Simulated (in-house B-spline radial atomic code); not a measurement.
Results of a calculation; reference values are marked as such.
## Making a Troullier-Martins d channel for Sb, r_c = 1.18 bohr

Sb, [Kr] 4d10 5s2 5p3, non-relativistic LDA (VWN5), spherical and spin-unpolarised, from a B-spline radial code for spherical atoms (atomic units). The all-electron 4d level is ε = -1.297335 hartree, its outermost node lies just inside 0.38 bohr and its outer maximum at 0.84 bohr.

Inside r_c the pseudo-orbital is u(r) = r^3 exp(p(r)), with p = c0 + c2 r² + c4 r⁴ + … + c12 r¹². The seven coefficients follow from p and its first four derivatives at r_c, from zero curvature of the screened potential at the origin, c4 = −c2²/(2l + 5), and from the norm inside r_c. At r_c the all-electron orbital has P = 0.8769197, P' = -0.8839411, the screened potential V = -3.704282, V' = 7.635451, V'' = -21.8042, and the norm inside is Q = 0.6994435.

Q: What are p, p' and p'' at r_c?

A: p = ln(P/r_c^3) = ln(0.8769197/1.64303) = -0.62788. p' = P'/P − 3/r_c = -1.00801 − 2.54237 = -3.55038. The radial equation gives p'' = 2(V − ε) − 2(3) p'/r_c − p'² = -4.81389 − (-18.05278) − 12.60520 = 0.63369. Differentiating, p''' = 2V' + 2(3)p'/r_c² − 2(3)p''/r_c − 2p'p'' = 1.2495, and p'''' = 2V'' − 4(3)p'/r_c³ + 4(3)p''/r_c² − 2(3)p'''/r_c − 2p''² − 2p'p''' = -10.501.

For a trial c2 the five matching conditions are linear in c0, c6, c8, c10 and c12, and c2 is varied until the norm inside r_c equals Q. The root nearest zero gives:

| n | c_n |
| --- | --- |
| 0 | 2.33594 |
| 2 | -2.50239 |
| 4 | -0.695773 |
| 6 | 1.748423 |
| 8 | -1.216505 |
| 10 | 0.4040389 |
| 12 | -0.05386024 |

Q: Check c4 and p(r_c), and find the screened pseudopotential at the origin.

A: −c2²/9 = -0.695773, as listed. The terms c_n r_c^n are 2.33594, -3.48433, -1.34895, 4.71996, -4.57267, 2.11467, -0.39251, which sum to -0.62788. Inverting the radial equation, V_l(r) = ε + 3 p'/r + (p'' + p'²)/2, so V_l(0) = ε + (2l + 3) c2 = -1.297335 + 7 × (-2.50239) = -18.8141 hartree, finite where the all-electron potential diverges.

Orbitals and screened potentials:

| r (bohr) | P | u | V all-electron | V pseudo |
| --- | --- | --- | --- | --- |
| 0.118 | -0.4085 | 0.0164 | -268.2 | -18.8 |
| 0.295 | -0.3541 | 0.2126 | -65.14 | -18.34 |
| 0.472 | 0.4232 | 0.6115 | -28.03 | -16.35 |
| 0.649 | 0.9294 | 0.9598 | -14.82 | -12.59 |
| 0.826 | 1.077 | 1.08 | -8.678 | -8.438 |
| 1.003 | 1.018 | 1.018 | -5.487 | -5.443 |
| 1.18 | 0.8769 | 0.8769 | -3.704 | -3.704 |

Logarithmic derivatives P'/P at R = 1.48 bohr, for energies E around ε:

| E − ε (hartree) | all-electron | pseudo |
| --- | --- | --- |
| -0.5 | 0.184106 | 0.183805 |
| -0.25 | -0.408743 | -0.408866 |
| -0.1 | -0.895883 | -0.895912 |
| 0 | -1.30816 | -1.30817 |
| 0.1 | -1.82387 | -1.82392 |
| 0.25 | -2.90801 | -2.90851 |
| 0.5 | -6.79523 | -6.80184 |

Q: With P(R) = 0.61554 and a norm of 0.867249 inside R, what slope in energy does norm conservation fix?

A: d(P'/P)/dE = −2 × (norm inside R)/P(R)² = -4.5778 per hartree·bohr at E = ε, for both atoms, since orbital and norm agree at R. Differences over ±0.1 hartree give -4.6399 (all-electron) and -4.6400 (pseudo), which also hold third-order terms. Half a hartree below ε the two curves differ by -0.0003.
